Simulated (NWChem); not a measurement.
System: CH5CdNS; SMILES C[S][Cd][NH2]

NWChem input:

```
start job
memory heap 200 mb stack 900 mb global 1100 mb
geometry units angstroms noautoz
  Cd     0.532916     0.619953     0.247552
  N      1.370582     2.469144     0.222470
  H      1.310900     2.920325     1.146860
  H      0.880499     3.102413    -0.425781
  S     -0.231911    -1.606229     0.265121
  C      1.263675    -2.548947    -0.261359
  H      1.598037    -2.273349    -1.279883
  H      0.965510    -3.615596    -0.272812
  H      2.105377    -2.433408     0.448161
end
basis spherical
  * library def2-svp
end
ecp
  Cd library def2-ecp
end
dft
  xc r2scan
  iterations 150
  mulliken
end
task dft gradient
```

Output (shortened):

```
             Northwest Computational Chemistry Package (NWChem) 7.3.0
             --------------------------------------------------------

 C1  symmetry detected

                             Geometry "geometry" -> ""
                             -------------------------

 Output coordinates in angstroms (scale by  1.889725989 to convert to a.u.)

  No.       Tag          Charge          X              Y              Z
 ---- ---------------- ---------- -------------- -------------- --------------
    1 Cd                  48.0000    -0.10735914     0.56744628    -0.00740634
    2 N                    7.0000     0.48514328     2.50906268     0.02238292
    3 H                    1.0000     0.11765614     3.00052016     0.85005790
    4 H                    1.0000     0.12650448     3.03103542    -0.79024430
    5 S                   16.0000    -0.58492762    -1.73749748     0.01042379
    6 C                    6.0000     1.09641363    -2.49618416    -0.00230504
    7 H                    1.0000     1.66836325    -2.23684670    -0.91376598
    8 H                    1.0000     0.93824411    -3.59240171     0.00563930
    9 H                    1.0000     1.68682775    -2.22610247     0.89418657

 Effective nuclear repulsion energy (a.u.)     426.8556040614

                                 NWChem DFT Module
                                 -----------------

 Summary of "ao basis" -> "ao basis" (spherical)
 ------------------------------------------------------------------------------
       Tag                 Description            Shells   Functions and Types
 ---------------- ------------------------------  ------  ---------------------
 Cd                         def2-svp                11       31   5s3p2d1f
 N                          def2-svp                 6       14   3s2p1d
 H                          def2-svp                 3        5   2s1p
 S                          def2-svp                 8       18   4s3p1d
 C                          def2-svp                 6       14   3s2p1d

            General Information
            -------------------
          SCF calculation type: DFT
          Wavefunction type:  closed shell.
          No. of atoms     :     9
          No. of electrons :    54
           Alpha electrons :    27
            Beta electrons :    27
          Charge           :     0
          Spin multiplicity:     1
          Use of symmetry is: off; symmetry adaption is: off
          Maximum number of iterations: 150
          AO basis - number of functions:   102
                     number of shells:    46
          Convergence on energy requested:  1.00D-06
          Convergence on density requested:  1.00D-05
          Convergence on gradient requested:  5.00D-04

              XC Information
              --------------
                      r^2SCAN Method XC Functional
               r^2SCAN metaGGA Exchange Functional  1.000
                     r^2SCAN Correlation Potential  1.000

             Grid Information
             ----------------
          Grid used for XC integration:  medium
          Radial quadrature: Mura-Knowles
          Angular quadrature: Lebedev.
          Tag              B.-S. Rad. Rad. Pts. Rad. Cut. Ang. Pts.
          ---              ---------- --------- --------- ---------
          Cd                  1.55      123          11.0       590
          N                   0.65       49          14.0       434
          H                   0.35       45          15.0       434
          S                   1.00       88          12.0       590
          C                   0.70       49          13.0       434
          Grid pruning is: on
          Number of quadrature shells:   534
          Spatial weights used:  Erf1

      Superposition of Atomic Density Guess
      -------------------------------------

 Sum of atomic energies:        -683.68639163

      Non-variational initial energy
      ------------------------------

 Total energy =    -659.848556
 1-e energy   =   -1420.494209
 2-e energy   =     536.095196
 HOMO         =      -0.280154
 LUMO         =      -0.042936

     ---------------------------------------------
      Total Density - Mulliken Population Analysis
     ---------------------------------------------

    Atom       Charge   Shell Charges
 -----------   ------   -------------------------------------------------------
    1 Cd  20    19.09  -0.37  1.63  0.74  0.60  0.28  5.95  0.18  0.09  9.10  0.88  0.00
    2 N    7     7.96   1.99  1.06  0.53  2.53  1.84  0.01
    3 H    1     0.78   0.60  0.13  0.04
    4 H    1     0.78   0.60  0.13  0.04
    5 S   16    16.52   2.00  1.99  1.21  0.67  5.94  1.79  2.89  0.04
    6 C    6     6.22   1.99  0.94  0.27  1.91  1.09  0.02
    7 H    1     0.89   0.67  0.19  0.02
    8 H    1     0.89   0.67  0.19  0.02
    9 H    1     0.89   0.67  0.19  0.02

   convergence    iter        energy       DeltaE   RMS-Dens  Diis-err
 ---------------- ----- ----------------- --------- --------- ---------
 d= 0,ls=0.0,diis     1   -661.5031088903 -8.86D+02  1.81D-02  5.37D-01
 d= 0,ls=0.0,diis     2   -661.2593688774  2.44D-01  1.28D-02  2.23D+00
 d= 0,ls=0.0,diis     3   -661.5582691565 -2.99D-01  4.50D-03  1.21D-01
 d= 0,ls=0.0,diis     4   -661.5699305170 -1.17D-02  2.17D-03  3.84D-02
 d= 0,ls=0.0,diis     5   -661.5761763834 -6.25D-03  2.74D-04  1.07D-03
  Resetting Diis
 d= 0,ls=0.0,diis     6   -661.5762923300 -1.16D-04  8.02D-05  8.58D-05
 d= 0,ls=0.0,diis     7   -661.5763006203 -8.29D-06  4.97D-05  5.48D-06
 d= 0,ls=0.0,diis     8   -661.5762994497  1.17D-06  3.48D-05  1.40D-05
 d= 0,ls=0.0,diis     9   -661.5763011696 -1.72D-06  8.32D-06  1.41D-06
 d= 0,ls=0.0,diis    10   -661.5763013382 -1.69D-07  1.31D-06  2.59D-08

         Total DFT energy =     -661.576301338218
      One electron energy =    -1423.258697539467
           Coulomb energy =      592.404414506354
    Exchange-Corr. energy =      -55.272475282140
 Nuclear repulsion energy =      224.550456977035

 Numeric. integr. density =       54.000001440469

                       DFT Final Molecular Orbital Analysis
                       ------------------------------------

 Vector   25  Occ=2.000000D+00  E=-2.471648D-01
              MO Center= -3.2D-01, -1.2D+00,  7.3D-03, r^2= 4.0D+00
   Bfn.  Coefficient  Atom+Function         Bfn.  Coefficient  Atom+Function
  ----- ------------  ---------------      ----- ------------  ---------------
    67      0.381420  5 S  py                 4      0.333515  1 Cd s
    66      0.291161  5 S  px                64      0.277361  5 S  py
    63      0.219289  5 S  px                 2     -0.178138  1 Cd s
    34     -0.178276  2 N  s                 59     -0.177099  5 S  s
    61      0.160348  5 S  py                58     -0.156098  5 S  s

 Vector   26  Occ=2.000000D+00  E=-2.094972D-01
              MO Center=  4.4D-01,  2.2D+00,  2.0D-02, r^2= 2.2D+00
   Bfn.  Coefficient  Atom+Function         Bfn.  Coefficient  Atom+Function
  ----- ------------  ---------------      ----- ------------  ---------------
    35      0.508987  2 N  px                38     -0.437414  2 N  px
    33     -0.147056  2 N  s                 34     -0.145953  2 N  s
     4      0.130124  1 Cd s                 67     -0.129333  5 S  py
    12     -0.126531  1 Cd px                36      0.115443  2 N  py
    39     -0.110296  2 N  py                15      0.100021  1 Cd d -2

 Vector   27  Occ=2.000000D+00  E=-2.003578D-01
              MO Center= -4.1D-01, -1.6D+00,  7.1D-03, r^2= 2.1D+00
   Bfn.  Coefficient  Atom+Function         Bfn.  Coefficient  Atom+Function
  ----- ------------  ---------------      ----- ------------  ---------------
    68      0.634148  5 S  pz                65      0.425990  5 S  pz
    62      0.245312  5 S  pz                98     -0.127524  9 H  s
    88      0.126660  7 H  s                 16      0.121877  1 Cd d -1
    14      0.115469  1 Cd pz                79     -0.105992  6 C  pz
    99     -0.092281  9 H  s                 89      0.091812  7 H  s

 Vector   28  Occ=0.000000D+00  E=-4.983685D-02
              MO Center= -3.1D-01,  5.9D-01, -6.3D-02, r^2= 5.2D+00
   Bfn.  Coefficient  Atom+Function         Bfn.  Coefficient  Atom+Function
  ----- ------------  ---------------      ----- ------------  ---------------
     5      0.762017  1 Cd s                 34     -0.405418  2 N  s
    67     -0.397526  5 S  py                 4      0.392728  1 Cd s
    59     -0.313795  5 S  s                  2     -0.253368  1 Cd s
    19     -0.238161  1 Cd d  2              39      0.216745  2 N  py
    64     -0.208825  5 S  py                36     -0.207686  2 N  py

 Vector   29  Occ=0.000000D+00  E=-2.442649D-02
              MO Center=  1.6D-01, -9.9D-03, -2.3D-02, r^2= 6.1D+00
   Bfn.  Coefficient  Atom+Function         Bfn.  Coefficient  Atom+Function
  ----- ------------  ---------------      ----- ------------  ---------------
    12      0.686431  1 Cd px                76     -0.624185  6 C  s
     9      0.286020  1 Cd px                13     -0.259496  1 Cd py
    67     -0.257642  5 S  py                94      0.257860  8 H  s
     6     -0.219896  1 Cd px                34     -0.212790  2 N  s
    75     -0.204640  6 C  s                 59      0.182970  5 S  s

 Vector   30  Occ=0.000000D+00  E=-1.506532D-02
              MO Center= -6.9D-02,  3.8D-01,  8.1D-02, r^2= 5.7D+00
   Bfn.  Coefficient  Atom+Function         Bfn.  Coefficient  Atom+Function
  ----- ------------  ---------------      ----- ------------  ---------------
    14      0.841874  1 Cd pz                11      0.333335  1 Cd pz
    68     -0.261617  5 S  pz                 8     -0.252776  1 Cd pz
    65     -0.137071  5 S  pz                82     -0.132614  6 C  pz
    99      0.130985  9 H  s                 52      0.125075  4 H  s
    89     -0.109819  7 H  s                 47     -0.100478  3 H  s

     ---------------------------------------------
      Total Density - Mulliken Population Analysis
     ---------------------------------------------

    Atom       Charge   Shell Charges
 -----------   ------   -------------------------------------------------------
    1 Cd  20    19.54  -0.39  1.70  0.69  0.87  0.16  5.98  0.32  0.22  9.00  0.98  0.00
    2 N    7     7.48   1.99  1.02  0.54  2.32  1.61  0.01
    3 H    1     0.87   0.70  0.12  0.05
    4 H    1     0.87   0.70  0.12  0.05
    5 S   16    16.33   2.00  1.99  1.22  0.70  5.93  1.78  2.67  0.05
    6 C    6     6.16   1.99  0.92  0.23  2.04  0.95  0.03
    7 H    1     0.92   0.73  0.16  0.02
    8 H    1     0.91   0.73  0.16  0.02
    9 H    1     0.92   0.73  0.16  0.02

     -------------------------------------------
      Total Density - Lowdin Population Analysis
     -------------------------------------------

    Atom       Charge   Shell Charges
 -----------   ------   -------------------------------------------------------
    1 Cd  20    19.78   0.01  1.03  0.93  0.65  0.33  5.65  0.72  0.40  8.63  1.44  0.00
    2 N    7     7.29   1.97  0.77  0.50  2.15  1.88  0.02
    3 H    1     0.94   0.59  0.21  0.13
    4 H    1     0.94   0.59  0.21  0.13
    5 S   16    15.98   2.00  1.95  0.97  0.67  5.81  1.89  2.62  0.06
    6 C    6     6.17   1.96  0.61  0.34  1.83  1.36  0.07
    7 H    1     0.97   0.64  0.26  0.07
    8 H    1     0.96   0.64  0.26  0.07
    9 H    1     0.97   0.64  0.26  0.07

     Multipole analysis of the density
     ---------------------------------

     L   x y z        total         alpha         beta         nuclear
     -   - - -        -----         -----         ----         -------
     0   0 0 0      0.000000    -27.000000    -27.000000     54.000000

     1   1 0 0      0.157201     -2.761710     -2.761710      5.680622
     1   0 1 0      0.395906     15.210405     15.210405    -30.024903
     1   0 0 1     -0.018523     -0.205205     -0.205205      0.391887

     2   2 0 0    -36.238875    -55.801348    -55.801348     75.363820
     2   1 1 0     -6.161052      2.238162      2.238162    -10.637376
     2   1 0 1     -0.045094      0.033915      0.033915     -0.112923
     2   0 2 0    -35.097573   -334.034913   -334.034913    632.972253
     2   0 1 1     -0.011918     -0.438613     -0.438613      0.865308
     2   0 0 2    -34.091813    -22.381128    -22.381128     10.670442

            General Information
            -------------------
          SCF calculation type: DFT
          Wavefunction type:  closed shell.
          No. of atoms     :     9
          No. of electrons :    54
           Alpha electrons :    27
            Beta electrons :    27
          Charge           :     0
          Spin multiplicity:     1
          Use of symmetry is: off; symmetry adaption is: off
          Maximum number of iterations: 150
          AO basis - number of functions:   102
                     number of shells:    46
          Convergence on energy requested:  1.00D-06
          Convergence on density requested:  1.00D-05
          Convergence on gradient requested:  5.00D-04

              XC Information
              --------------
                      r^2SCAN Method XC Functional
               r^2SCAN metaGGA Exchange Functional  1.000
                     r^2SCAN Correlation Potential  1.000

             Grid Information
             ----------------
          Grid used for XC integration:  medium
          Radial quadrature: Mura-Knowles
          Angular quadrature: Lebedev.
          Tag              B.-S. Rad. Rad. Pts. Rad. Cut. Ang. Pts.
          ---              ---------- --------- --------- ---------
          Cd                  1.55      123          11.0       590
          N                   0.65       49          14.0       434
          H                   0.35       45          15.0       434
          S                   1.00       88          12.0       590
          C                   0.70       49          13.0       434
          Grid pruning is: on
          Number of quadrature shells:   534
          Spatial weights used:  Erf1

          Convergence Information
          -----------------------
          Convergence aids based upon iterative change in
          total energy or number of iterations.
          Levelshifting, if invoked, occurs when the
          HOMO/LUMO gap drops below (HL_TOL):  1.00D-02
          DIIS, if invoked, will attempt to extrapolate
          using up to (NFOCK): 10 stored Fock matrices.

                    Damping( 0%)  Levelshifting(0.5)       DIIS
                  --------------- ------------------- ---------------
          dE  on:    start            ASAP                start
          dE off:    2 iters        150 iters           150 iters

                            NWChem DFT Gradient Module
                            --------------------------

  charge          =   0.00
  wavefunction    = closed shell

                         DFT ENERGY GRADIENTS

    atom               coordinates                        gradient
                 x          y          z           x          y          z
   1 Cd     -0.202879   1.072318  -0.013996   -0.000826  -0.000470  -0.000738
   2 N       0.916788   4.741441   0.042298    0.005526  -0.001918   0.000288
   3 H       0.222338   5.670161   1.606376   -0.002158   0.002574   0.005172
   4 H       0.239059   5.727826  -1.493345   -0.002142   0.002812  -0.005066
   5 S      -1.105353  -3.283394   0.019698   -0.002868  -0.001790   0.000374
   6 C       2.071921  -4.717104  -0.004356   -0.002077   0.001628  -0.000005
   7 H       3.152749  -4.227027  -1.726767    0.002625   0.001045  -0.003867
   8 H       1.773024  -6.788655   0.010657   -0.000778  -0.004955   0.000030
   9 H       3.187642  -4.206724   1.689768    0.002697   0.001074   0.003813
```

Level: r2SCAN/def2-SVP with def2 effective core potentials on Cd. Coordinates come from a PBE-D3(BJ)/def2-SVP optimisation. Not confirmed as a minimum by frequencies. def2 effective core potentials on Cd; no spin-orbit coupling.
